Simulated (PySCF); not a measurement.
ClK, SMILES [Cl][K] (connectivity only; charge and spin as stated), charge +1, multiplicity 2.

Geometry optimised at B3LYP-D3(BJ)/def2-TZVPD. The multiplicity is an assumed one; other spin states were not compared.

All values below come from CAM-B3LYP/def2-TZVPD in PySCF.

Isolated molecule, no solvent.

Computed frontier levels, dipole moment:
| Quantity | Value |
|---|---|
| α spin, highest occupied and lowest empty level | -15.82 and -4.82 eV |
| β spin, highest occupied and lowest empty level | -15.40 and -9.42 eV |
| dipole moment about the centre of nuclear charge | 6.47 D |
| ⟨S²⟩ | 0.753 (pure state 0.75) |
